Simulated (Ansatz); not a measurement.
Relaxation of F₂H₄OSi (8 atoms, charge 0, multiplicity 1), to a largest force component of 0.03 eV/Å in at most 50 steps.

Level of theory: Ansatz 0.2.0, RKS B3LYP-D4/def2-SVP.

```xyz
8
Properties=species:S:1:pos:R:3:forces:R:3
Si 0.254 0.101 -0.102 -0.14 0.01 -0.26
H 0.127 0.008 1.358 0.28 0.02 0.20
F 1.825 -0.056 -0.461 -0.01 -0.01 0.02
H -0.230 1.338 -0.738 0.00 0.02 0.02
F -0.482 -1.189 -0.755 0.02 -0.03 0.01
O -2.383 0.054 1.039 0.66 -0.23 0.49
H -2.613 -0.796 0.633 0.01 0.03 -0.01
H -1.699 -0.196 1.703 -0.82 0.18 -0.48
```

Task: Where does it end, and by what steps?

Result: It converged. After 9 steps the energy has fallen by 0.153 eV; H8 moved furthest, 0.54 Å.

```json
{"step": "0", "energy less start (eV)": "0.0000", "largest force component (eV/Å)": "0.824", "accepted": "yes"}
{"step": "1", "energy less start (eV)": "-0.0371", "largest force component (eV/Å)": "1.407", "accepted": "yes"}
{"step": "2", "energy less start (eV)": "-0.0558", "largest force component (eV/Å)": "1.950", "accepted": "yes"}
{"step": "3", "energy less start (eV)": "-0.0899", "largest force component (eV/Å)": "1.174", "accepted": "yes"}
{"step": "4", "energy less start (eV)": "-0.1227", "largest force component (eV/Å)": "0.270", "accepted": "yes"}
{"step": "5", "energy less start (eV)": "-0.1404", "largest force component (eV/Å)": "0.243", "accepted": "yes"}
{"step": "6", "energy less start (eV)": "-0.1465", "largest force component (eV/Å)": "0.210", "accepted": "yes"}
{"step": "7", "energy less start (eV)": "-0.1504", "largest force component (eV/Å)": "0.284", "accepted": "yes"}
{"step": "8", "energy less start (eV)": "-0.1527", "largest force component (eV/Å)": "0.044", "accepted": "yes"}
{"step": "9", "energy less start (eV)": "-0.1529", "largest force component (eV/Å)": "0.015", "accepted": "yes"}
```

```xyz
8
Properties=species:S:1:pos:R:3
Si 0.262 0.079 -0.045
H 0.487 0.027 1.415
F 1.742 -0.017 -0.709
H -0.367 1.279 -0.625
F -0.480 -1.277 -0.565
O -2.192 0.097 0.961
H -2.440 -0.647 0.392
H -2.214 -0.277 1.854
```

Time of the run: 27 s on 1 thread of Arm Neoverse V1, on a shared host, peak memory 0.15 GiB.
